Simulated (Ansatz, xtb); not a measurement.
## C6H5ClN2: which of two isomers lies lower

Structure a is `C=Cc1ncncc1Cl`, a singlet and structure b is `[H]/N=C\c1ccc(Cl)cn1`, a singlet. Both are isolated molecules in the gas phase, relaxed with B3LYP/def2-SVP; each stands in its lowest conformer found.

a (Å):

```xyz
14

C     1.3493    1.0279   -0.8711
C     0.4674    0.1992   -0.2942
C    -0.9156    0.0386   -0.7715
C    -2.5640    0.6135   -2.2667
C    -3.1290   -0.9134   -0.6954
C    -1.8389   -0.8375   -0.1606
Cl   -1.4332   -1.8191    1.2228
N    -1.3188    0.7570   -1.8356
N    -3.4990   -0.1906   -1.7490
H     1.0614    1.6280   -1.7379
H     2.3682    1.1216   -0.4879
H     0.7518   -0.4011    0.5723
H    -2.8585    1.2143   -3.1357
H    -3.8687   -1.5841   -0.2440
```

b (Å):

| atom | x (Å) | y (Å) | z (Å) |
| --- | --- | --- | --- |
| C | 0.4597 | 1.0630 | -0.1695 |
| C | -0.5703 | 0.0570 | -0.5552 |
| C | -1.5615 | -0.3493 | 0.3497 |
| C | -2.5063 | -1.2936 | -0.0529 |
| C | -2.4190 | -1.7948 | -1.3523 |
| C | -1.3940 | -1.3342 | -2.1961 |
| Cl | -3.5569 | -2.9750 | -1.9345 |
| N | 1.3917 | 1.4902 | -0.9193 |
| N | -0.5021 | -0.4363 | -1.8016 |
| H | 1.3106 | 1.0214 | -1.8357 |
| H | 0.3824 | 1.4529 | 0.8599 |
| H | -1.5908 | 0.0708 | 1.3582 |
| H | -3.2942 | -1.6371 | 0.6199 |
| H | -1.3156 | -1.7206 | -3.2182 |

Energies in hartree; the thermal terms are from GFN2-xTB frequencies at re-optimised GFN2-xTB minima (ideal gas, soft modes damped towards free rotors, one conformer each, 298.15 K, 1 atm) and include the zero-point energy:

```
                              a           b
E, CCSD(T)/def2-SVP  −799.413675  −799.421848
    E, MP2/def2-SVP  −799.309908  −799.320569
  E, MP2/def2-TZVPP  −800.138179  −800.149501
  zero-point energy     0.096353     0.097019
       H(298 K) − E     0.105330     0.105897
       G(298 K) − E     0.062897     0.063753
```

Question: Correct the CCSD(T) difference for the basis set by the MP2 change, then work out ΔE, ΔE₀, ΔH and ΔG for a → b in kJ/mol (1 Eh = 2625.50 kJ/mol) and the equilibrium ratio [b]/[a].

Answer: 1. Differences b − a: CCSD(T) −0.008173, MP2 in the small set −0.010661, MP2 in the large set −0.011322 Eh.
2. ΔE = −0.008173 + (−0.011322 − (−0.010661)) = −0.008834 Eh = −23.19 kJ/mol.
3. ΔE₀ = ΔE + ΔZPE = −0.008834 + (+0.000666) Eh = −21.45 kJ/mol.
4. ΔH = ΔE + (+0.000567) Eh = −21.71 kJ/mol.
5. ΔG = ΔE + (+0.000856) Eh = −20.95 kJ/mol, so ΔS = (ΔH − ΔG)/T = −2.5 J/(mol K).
6. kT = 0.9442 mEh, so K = [b]/[a] = exp(−ΔG/kT) = exp(+8.45) ≈ 4.7 × 10^3.

Structure b is favoured at this temperature. An error of 4 kJ/mol in ΔG would change K by a factor of 5. GFN2-xTB gave ΔE the other sign. Mirror images and further conformers aren't counted.

As drawn, b has 1 N–H, 1 C=N, 2 C∷C in place of 1 C=C, 2 C∷N, 1 C–H (∷ is an aromatic bond).

Other levels gave ΔE = +17.0 (GFN2-xTB); −20.4 (HF/STO-3G, GFN2-xTB geometries); −19.2 (r2SCAN-D4/def2-SVP, GFN2-xTB geometries); −20.0 (B3LYP/def2-SVP); −15.8 (HF/def2-SVP); −28.0 (MP2/def2-SVP); −21.5 (CCSD(T)/def2-SVP) kJ/mol. The correlated steps freeze 13 core orbitals. Programs: Ansatz 0.2.0, xtb 6.7.1.
